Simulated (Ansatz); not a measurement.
Molecule: SbF2, net charge 1, singlet state. It need not be the lowest isomer of its formula. 
Structure (B3LYP-D3(BJ)/def2-TZVP (Ansatz, a program for electronic structure) minimum search):
SMILES: [F][Sb+][F]
```xyz
3

Sb     0.2838     0.1166     0.1006
F     -0.9193     0.7170    -1.1729
F     -0.6886    -1.3775     0.6028
```
Charge +1, spin multiplicity 1.

Parts of the frozen-core correlation energy in def2-SVP (Ansatz, hartree). Frozen orbitals: 11; correlated occupied orbitals by spin: 9 and 9; virtual: 34 and 34. No spin-orbit coupling. In def2 rows, elements after Kr have scalar-relativistic effective core potentials.

```csv
term,value
reference (HF),-437.68208
MP2 opposite-spin,?
MP2 same-spin,-0.12556
CCSD correlation,?
(T),?
T1 diagnostic,0.023
largest doubles amplitude,0.074
```

Task: Complete the blanks.

Result: 
- MP2 opposite-spin, value: -0.33413
- CCSD correlation, value: -0.46487
- (T), value: -0.01101
